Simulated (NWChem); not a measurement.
# C5H5F; SMILES C#CC1(F)CC1

Computed with NWChem. The geometry was optimised at PBE0/def2-SVP. Ions are spin-unrestricted doublets at the neutral geometry; other ion states weren't tried.

Q: Order these by “vertical ionisation energy, ΔSCF (eV)”, lowest first: Hartree-Fock/def2-SVP; M06-2X/def2-SVP; PBE/def2-SVP; B3LYP/def2-SVP.

A: Hartree-Fock/def2-SVP (9.02), PBE/def2-SVP (9.25), B3LYP/def2-SVP (9.51), M06-2X/def2-SVP (9.84)
